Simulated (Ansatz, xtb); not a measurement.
# Two structures of H6NSi3+

Structure a: `[NH+]1=[SiH][SiH2][SiH2]1`, a singlet. Structure b: a singlet given by its coordinates. Both are isolated ions in the gas phase, relaxed with B3LYP/6-31G*.

a (Å):

```xyz
10

N    -2.2388   -0.2438    0.1665
Si   -1.6349   -0.0186   -1.3830
Si   -1.5560   -1.8166    0.8024
Si   -0.4150   -2.0429   -1.2726
H    -2.0481    1.2013   -2.1187
H    -2.8715    0.3644    0.6870
H    -2.6450   -2.7825    1.0529
H    -0.7081   -1.5648    1.9853
H    -0.9055   -3.0250   -2.2633
H     1.0427   -1.7997   -1.3255
```

b (Å):

```tsv
atom	x (Å)	y (Å)	z (Å)
N	1.2755	0.2452	0.7312
Si	-0.8017	-1.3639	-0.8410
Si	2.2143	-0.3776	-0.5381
Si	-0.4938	0.0078	1.0533
H	-0.9933	-2.8160	-0.6448
H	-1.1887	1.3113	1.0039
H	0.7289	-1.2389	-1.2382
H	1.7811	0.8335	1.4024
H	-0.6770	-0.6688	2.3546
H	-1.5122	-0.8105	-2.0126
```

Close contacts (Å): N1–Si3 1.70, N1–Si4 1.81, Si2–Si4 2.36, N1–H8 1.03, Si2–H5 1.48, Si2–H7 1.59, Si2–H10 1.48, Si3–H7 1.85, Si4–H6 1.48, Si4–H9 1.48.

Estimate E(b) − E(a) at the level CCSD(T)/def2-SVP + ΔMP2/def2-TZVPP.

Calculated at CCSD(T)/def2-SVP + ΔMP2/def2-TZVPP: E(b) − E(a) = +8.0 kcal/mol, so structure a lies lower.

Level by level:

```json
{"level": "B3LYP/6-31G*", "geometry": "B3LYP/6-31G*", "E(b) − E(a) (kcal/mol)": "+8.0", "departure from the last row (kcal/mol)": "0.0", "job, with rough time for the two": "optimisation, 46 s"}
{"level": "HF/def2-SVP", "geometry": "B3LYP/6-31G*", "E(b) − E(a) (kcal/mol)": "+9.0", "departure from the last row (kcal/mol)": "+1.0", "job, with rough time for the two": "part of the CCSD(T) run"}
{"level": "MP2/def2-SVP", "geometry": "B3LYP/6-31G*", "E(b) − E(a) (kcal/mol)": "+9.9", "departure from the last row (kcal/mol)": "+1.9", "job, with rough time for the two": "part of the CCSD(T) run"}
{"level": "CCSD(T)/def2-SVP", "geometry": "B3LYP/6-31G*", "E(b) − E(a) (kcal/mol)": "+7.1", "departure from the last row (kcal/mol)": "−0.9", "job, with rough time for the two": "single point"}
{"level": "CCSD(T)/def2-SVP + ΔMP2/def2-TZVPP", "geometry": "B3LYP/6-31G*", "E(b) − E(a) (kcal/mol)": "+8.0", "departure from the last row (kcal/mol)": "", "job, with rough time for the two": "single point, 22 s"}
```

The levels shown agree on the order. The largest departure from CCSD(T)/def2-SVP + ΔMP2/def2-TZVPP is that of MP2/def2-SVP, 1.9 kcal/mol. Levels run at GFN2-xTB geometries aren't shown. The last row adds to CCSD(T) the change of the MP2 difference between the two basis sets, here +0.9 kcal/mol.

With harmonic frequencies from B3LYP/6-31G* (ideal gas, rigid rotor, one conformer each, 298.15 K, 1 atm): on the last row, ΔE + ΔZPE = +7.3, ΔH = +7.6, ΔG = +6.8 kcal/mol.

The correlated steps freeze 16 core orbitals. Codes used: Ansatz 0.2.0; the last row on 1 thread of Intel(R) Xeon(R) 6975P-C (Granite Rapids) on a shared host.
